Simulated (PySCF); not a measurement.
## Calculated data, AlH3N2Si, B2H3O2, BH2O2Si, AlBH3O2 and others

Computed with PySCF 2.14.0. Calculation on a computer-drawn molecule: optimised geometry and harmonic frequencies of an isolated molecule of the commonest isotopes, restricted reference for singlets and unrestricted otherwise, frozen core in MP2.

(1) AlH3N2Si

Start structure:
```xyz
7
AlH3N2Si
N     -1.0513     0.1366     0.7497
Si     0.0539     1.4757     0.8027
N     -0.7196     2.9306     0.5839
Al    -2.4656     3.3604     0.4809
H     -0.7405    -0.8143     0.9345
H     -2.0212     0.2778     0.7867
H     -3.9559     3.2780     0.4621
```

Settings of this run: charge 0, multiplicity 1, method HF and basis cc-pV(D+d)Z.

The calculation gives: rotational constants 20.45, 2.098, 1.903 GHz; total energy -641.4920 hartree; convergence status largest gradient component 2.09e-05 hartree/bohr.

Drawn bonds:
| atom | other atom | order |
| --- | --- | --- |
| 1 | 2 | 1 |
| 2 | 3 | 1 |
| 3 | 4 | 2 |
| 1 | 5 | 1 |
| 1 | 6 | 1 |
| 4 | 7 | 1 |

Optimised structure:
```xyz
7
AlH3N2Si
N     -0.7375    -0.1250     0.8506
Si    -0.1685     1.4927     0.7467
N     -1.6047     2.3889     0.6151
Al    -2.7398     3.5477     0.4750
H     -0.1166    -0.9065     0.9393
H     -1.7031    -0.3988     0.8321
H     -3.8299     4.6458     0.3417
```

Modes:
| frequency (cm⁻¹) | reduced mass (dalton) |
| --- | --- |
| 98.63 | 5.258 |
| 105.5 | 5.734 |
| 329 | 4.119 |
| 426.7 | 1.235 |
| 459.9 | 1.135 |
| 485.1 | 1.172 |
| 555.5 | 1.076 |
| 592.8 | 6.345 |
| 818.7 | 1.919 |
| 860.6 | 3.278 |
| 1342 | 13.11 |
| 1667 | 1.133 |
| 2112 | 1.054 |
| 3758 | 1.05 |
| 3872 | 1.097 |

(2) AlH3N2Si

Start structure:
```xyz
7
AlH3N2Si
N     -0.7375    -0.1250     0.8506
Si    -0.1685     1.4927     0.7467
N     -1.6047     2.3889     0.6151
Al    -2.7398     3.5477     0.4750
H     -0.1166    -0.9065     0.9393
H     -1.7031    -0.3988     0.8321
H     -3.8299     4.6458     0.3417
```

It was run with charge 0, multiplicity 1, method MP2 and basis cc-pV(D+d)Z.

The calculation gives: rotational constants 21.44, 2.023, 1.848 GHz; total energy -641.9765 hartree; convergence status largest gradient component 1.822e-05 hartree/bohr.

Drawn bonds:
| atom | other atom | order |
| --- | --- | --- |
| 1 | 2 | 1 |
| 2 | 3 | 1 |
| 3 | 4 | 2 |
| 1 | 5 | 1 |
| 1 | 6 | 1 |
| 4 | 7 | 1 |

Optimised structure:
```xyz
7
AlH3N2Si
N     -0.7023    -0.1460     0.8542
Si    -0.1926     1.4994     0.7451
N     -1.7437     2.2858     0.6172
Al    -2.7325     3.6294     0.4688
H     -0.0433    -0.9165     0.9431
H     -1.6740    -0.4560     0.8377
H     -3.8116     4.7489     0.3344
```

Modes:
| frequency (cm⁻¹) | reduced mass (dalton) |
| --- | --- |
| 60.47 | 6.995 |
| 73.68 | 6.84 |
| 266.3 | 3.357 |
| 371.5 | 1.176 |
| 397.1 | 1.202 |
| 411.7 | 1.173 |
| 538.3 | 5.929 |
| 546.8 | 1.061 |
| 748.3 | 1.542 |
| 837.4 | 5.264 |
| 1190 | 13.37 |
| 1533 | 1.139 |
| 2051 | 1.052 |
| 3562 | 1.05 |
| 3697 | 1.096 |

(3) B2H3O2

Start structure:
```xyz
7
B2H3O2
O     -2.1520    -1.9104    -3.4872
B     -1.1289    -2.3033    -2.8889
B      0.2370    -2.8455    -2.0999
O      1.1192    -1.6705    -1.5976
H      0.9110    -3.5655    -2.9046
H     -0.0415    -3.5064    -1.0798
H      1.3823    -1.1526    -2.3988
```

Here we set charge -1, multiplicity 1, method HF and basis aug-cc-pVDZ.

The calculation gives: rotational constants 30.16, 3.618, 3.345 GHz; total energy -200.9708 hartree; convergence status largest gradient component 1.416e-05 hartree/bohr.

Drawn bonds:
| atom | other atom | order |
| --- | --- | --- |
| 1 | 2 | 2 |
| 2 | 3 | 1 |
| 3 | 4 | 1 |
| 3 | 5 | 1 |
| 3 | 6 | 1 |
| 4 | 7 | 1 |

Optimised structure:
```xyz
7
B2H3O2
O     -2.2036    -1.9680    -3.4827
B     -1.1904    -2.2969    -2.9063
B      0.2854    -2.8071    -2.0896
O      1.1101    -1.6540    -1.6128
H      0.8996    -3.5335    -2.8975
H     -0.0598    -3.4920    -1.1211
H      1.4858    -1.2027    -2.3467
```

Modes:
| frequency (cm⁻¹) | reduced mass (dalton) |
| --- | --- |
| 174.8 | 4.388 |
| 243.2 | 1.356 |
| 319.9 | 2.179 |
| 494 | 7.115 |
| 644.6 | 5.627 |
| 806.8 | 1.82 |
| 918.7 | 5.464 |
| 981.7 | 1.074 |
| 1171 | 1.297 |
| 1213 | 1.243 |
| 1244 | 1.112 |
| 1958 | 12.36 |
| 2269 | 1.081 |
| 2370 | 1.072 |
| 4199 | 1.066 |

(4) BH2O2Si

Start structure:
```xyz
6
BH2O2Si
O     -1.6913    -1.2697    -3.0220
B     -0.9260    -0.9111    -2.2029
Si     0.6607    -0.9441    -1.1691
O      0.4033    -0.6941     0.4941
H      1.5049     0.2718    -1.4895
H     -0.0722     0.1020     0.7148
```

Settings of this run: charge -1, multiplicity 1, method HF and basis aug-cc-pV(D+d)Z.

The calculation gives: rotational constants 15.96, 2.965, 2.569 GHz; total energy -464.6259 hartree; convergence status largest gradient component 1.701e-05 hartree/bohr.

Drawn bonds:
| atom | other atom | order |
| --- | --- | --- |
| 1 | 2 | 2 |
| 2 | 3 | 1 |
| 3 | 4 | 1 |
| 3 | 5 | 1 |
| 4 | 6 | 1 |

Optimised structure:
```xyz
6
BH2O2Si
O     -1.7995    -1.0752    -2.8947
B     -0.8034    -1.0153    -2.2132
Si     0.9549    -1.0758    -1.0749
O      0.3257    -0.6966     0.5094
H      1.3829     0.3230    -1.5536
H     -0.1814     0.0947     0.5524
```

Modes:
| frequency (cm⁻¹) | reduced mass (dalton) |
| --- | --- |
| 148.4 | 7.049 |
| 284.1 | 2.257 |
| 363.9 | 1.539 |
| 395.9 | 9.124 |
| 473 | 10.08 |
| 712.9 | 14.83 |
| 755.8 | 1.262 |
| 835.3 | 1.083 |
| 991.2 | 1.166 |
| 1953 | 1.926 |
| 1967 | 1.912 |
| 4194 | 1.067 |

(5) BH2O2Si

Start structure:
```xyz
6
BH2O2Si
O     -1.7995    -1.0752    -2.8947
B     -0.8034    -1.0153    -2.2132
Si     0.9549    -1.0758    -1.0749
O      0.3257    -0.6966     0.5094
H      1.3829     0.3230    -1.5536
H     -0.1814     0.0947     0.5524
```

Settings of this run: charge -1, multiplicity 1, method MP2 and basis aug-cc-pV(D+d)Z.

It finds rotational constants 15.38, 2.934, 2.531 GHz; total energy -465.2135 hartree; convergence status largest gradient component 3.756e-05 hartree/bohr.

Drawn bonds:
| atom | other atom | order |
| --- | --- | --- |
| 1 | 2 | 2 |
| 2 | 3 | 1 |
| 3 | 4 | 1 |
| 3 | 5 | 1 |
| 4 | 6 | 1 |

Optimised structure:
```xyz
6
BH2O2Si
O     -1.8128    -1.0773    -2.8967
B     -0.7833    -0.9945    -2.2023
Si     0.9641    -1.0837    -1.0885
O      0.3383    -0.7016     0.5467
H      1.3844     0.3194    -1.5714
H     -0.2116     0.0925     0.5376
```

Modes:
| frequency (cm⁻¹) | reduced mass (dalton) |
| --- | --- |
| 130.3 | 7.206 |
| 257.2 | 2.376 |
| 340 | 1.552 |
| 384.1 | 7.02 |
| 451.4 | 10.42 |
| 640.6 | 14.08 |
| 695.1 | 1.276 |
| 776 | 1.083 |
| 926 | 1.15 |
| 1759 | 12.23 |
| 1940 | 1.041 |
| 3839 | 1.067 |

(6) AlBH3O2

Start structure:
```xyz
7
AlBH3O2
O     -2.6594     2.3327     0.1693
B     -1.7296     1.6363    -0.0694
Al    -0.1757     0.1971    -0.4593
O      1.3023     0.7291     0.2912
H     -0.5598    -1.2590     0.0769
H      0.0805     0.0985    -2.0627
H      2.1339     0.9297     0.6825
```

Here we set charge -1, multiplicity 1, method HF and basis aug-cc-pV(D+d)Z.

Results for AlBH3O2: rotational constants 15.05, 2.534, 2.251 GHz; total energy -418.2533 hartree; convergence status largest gradient component 4.376e-05 hartree/bohr.

Drawn bonds:
| atom | other atom | order |
| --- | --- | --- |
| 1 | 2 | 2 |
| 2 | 3 | 1 |
| 3 | 4 | 1 |
| 3 | 5 | 1 |
| 3 | 6 | 1 |
| 4 | 7 | 1 |

Optimised structure:
```xyz
7
AlBH3O2
O     -2.7525     1.8817     0.6670
B     -1.7839     1.3373     0.1942
Al    -0.0033     0.3124    -0.6664
O      1.4527     1.0160     0.0408
H     -0.1636    -1.2650    -0.2767
H     -0.0106     0.5655    -2.2673
H      1.6534     0.8165     0.9368
```

Modes:
| frequency (cm⁻¹) | reduced mass (dalton) |
| --- | --- |
| 109.3 | 1.577 |
| 163.7 | 2.434 |
| 255.9 | 2.831 |
| 352.2 | 9.476 |
| 402.7 | 10.7 |
| 525.8 | 1.516 |
| 606.1 | 1.13 |
| 705.2 | 5.865 |
| 761 | 1.141 |
| 780.1 | 1.241 |
| 826.3 | 1.118 |
| 1731 | 1.048 |
| 1803 | 1.028 |
| 1968 | 12.47 |
| 4224 | 1.067 |

(7) AlBH3OSi

Start structure:
```xyz
7
AlBH3OSi
O      2.0497    -2.4934     1.6682
Si     1.4462    -1.4929     0.7754
B     -0.3631    -0.7791     0.9650
Al    -2.2377    -0.0870     1.1646
H      2.1805    -0.8820    -0.3797
H     -2.6845     1.1891     2.0558
H     -3.5341    -0.6321     0.5015
```

Here we set charge 0, multiplicity 2, method HF and basis cc-pV(D+d)Z.

Results for AlBH3OSi: rotational constants 24.56, 1.381, 1.307 GHz; total energy -632.0602 hartree; spin squared 0.7673; convergence status largest gradient component 1.202e-05 hartree/bohr.

Drawn bonds:
| atom | other atom | order |
| --- | --- | --- |
| 1 | 2 | 2 |
| 2 | 3 | 1 |
| 3 | 4 | 1 |
| 2 | 5 | 1 |
| 4 | 6 | 1 |
| 4 | 7 | 1 |

Optimised structure:
```xyz
7
AlBH3OSi
O      2.4331    -1.6483     1.9080
Si     1.4544    -1.4699     0.7796
B     -0.3785    -0.7625     0.9848
Al    -2.3311    -0.0103     1.1921
H      1.7528    -1.8067    -0.6311
H     -2.8484     0.4100     2.6205
H     -3.2252     0.1103    -0.1032
```

Modes:
| frequency (cm⁻¹) | reduced mass (dalton) |
| --- | --- |
| 101.6 | 4.837 |
| 109.1 | 3.447 |
| 169.1 | 1.318 |
| 277.7 | 3.039 |
| 368.5 | 4.518 |
| 530.7 | 1.98 |
| 589 | 1.343 |
| 607.8 | 1.206 |
| 814.3 | 1.118 |
| 867.2 | 1.945 |
| 926.3 | 1.972 |
| 1286 | 17.14 |
| 1998 | 1.037 |
| 2008 | 1.046 |
| 2316 | 1.043 |

(8) AlH2O2Si

Start structure:
```xyz
6
AlH2O2Si
O      0.9180    -0.0958    -1.1681
Si    -0.1205     0.8908    -0.7510
O     -1.1195     0.7397     0.5273
Al    -2.1549     0.4273     1.7569
H     -0.4462     2.2311    -1.2211
H     -3.7173     0.0235     1.3859
```

Here we set charge 0, multiplicity 2, method HF and basis cc-pV(D+d)Z.

The calculation gives: rotational constants 21.84, 2.157, 1.993 GHz; total energy -681.8241 hartree; spin squared 0.7562; convergence status largest gradient component 1.65e-05 hartree/bohr.

Drawn bonds:
| atom | other atom | order |
| --- | --- | --- |
| 1 | 2 | 2 |
| 2 | 3 | 1 |
| 3 | 4 | 1 |
| 2 | 5 | 1 |
| 4 | 6 | 1 |

Optimised structure:
```xyz
6
AlH2O2Si
O      0.7448    -0.1654    -1.1163
Si    -0.1578     0.9521    -0.7050
O     -1.2394     0.9346     0.4660
Al    -2.1747     0.3695     1.7914
H     -0.1804     2.2724    -1.3350
H     -3.6328    -0.1466     1.4288
```

Modes:
| frequency (cm⁻¹) | reduced mass (dalton) |
| --- | --- |
| 66.01 | 7.626 |
| 85.41 | 1.547 |
| 136.2 | 2.161 |
| 426.1 | 14.65 |
| 555.4 | 5.597 |
| 648.9 | 1.298 |
| 676.3 | 1.453 |
| 957 | 1.128 |
| 1112 | 11.78 |
| 1361 | 16.94 |
| 1914 | 1.044 |
| 2415 | 1.045 |

(9) AlH2O2Si

Start structure:
```xyz
6
AlH2O2Si
O      0.7448    -0.1654    -1.1163
Si    -0.1578     0.9521    -0.7050
O     -1.2394     0.9346     0.4660
Al    -2.1747     0.3695     1.7914
H     -0.1804     2.2724    -1.3350
H     -3.6328    -0.1466     1.4288
```

Settings of this run: charge 0, multiplicity 2, method MP2 and basis cc-pV(D+d)Z.

Results for AlH2O2Si: rotational constants 18.03, 2.221, 2.003 GHz; total energy -682.3296 hartree; spin squared 0.7564; convergence status largest gradient component 4.425e-06 hartree/bohr.

Drawn bonds:
| atom | other atom | order |
| --- | --- | --- |
| 1 | 2 | 2 |
| 2 | 3 | 1 |
| 3 | 4 | 1 |
| 2 | 5 | 1 |
| 4 | 6 | 1 |

Optimised structure:
```xyz
6
AlH2O2Si
O      0.7906    -0.1875    -1.0577
Si    -0.1535     0.9739    -0.7182
O     -1.3665     0.9981     0.3661
Al    -2.1252     0.2353     1.7392
H     -0.1195     2.3032    -1.3486
H     -3.6663    -0.1063     1.5491
```

Modes:
| frequency (cm⁻¹) | reduced mass (dalton) |
| --- | --- |
| 59.95 | 14.26 |
| 78.17 | 1.469 |
| 125.9 | 2.009 |
| 380.6 | 14.34 |
| 539 | 3.71 |
| 588.1 | 1.425 |
| 628 | 1.432 |
| 896.8 | 1.165 |
| 1016 | 8.911 |
| 1232 | 16.68 |
| 1896 | 1.044 |
| 2340 | 1.045 |

(10) ClH2OSi2

Start structure:
```xyz
6
ClH2OSi2
O      2.4996     4.3336    -0.1818
Si     1.8296     2.9078    -0.2516
Si     1.4788     1.7894    -2.1382
Cl     0.0123     0.3351    -2.0690
H      1.6142     2.1802     0.9554
H      1.3876     2.3173    -3.4907
```

Here we set charge 0, multiplicity 2, method HF and basis cc-pV(D+d)Z.

The calculation gives: rotational constants 12.71, 1.4, 1.275 GHz; total energy -1113.4093 hartree; spin squared 0.7703; convergence status largest gradient component 3.319e-05 hartree/bohr.

Drawn bonds:
| atom | other atom | order |
| --- | --- | --- |
| 1 | 2 | 2 |
| 2 | 3 | 1 |
| 3 | 4 | 1 |
| 2 | 5 | 1 |
| 3 | 6 | 1 |

Optimised structure:
```xyz
6
ClH2OSi2
O      2.5906     4.2488    -0.2487
Si     1.8785     2.9281    -0.2552
Si     1.5749     1.7039    -2.2229
Cl     0.1022     0.2642    -1.9756
H      1.4048     2.2149     0.9491
H      1.2711     2.5034    -3.4226
```

Modes:
| frequency (cm⁻¹) | reduced mass (dalton) |
| --- | --- |
| 74.27 | 5.978 |
| 108.2 | 9.069 |
| 220.3 | 11.12 |
| 391.8 | 2.255 |
| 500.2 | 1.894 |
| 564 | 8.462 |
| 599.6 | 1.454 |
| 780 | 1.085 |
| 899.1 | 1.126 |
| 1303 | 16.79 |
| 2333 | 1.045 |
| 2350 | 1.043 |
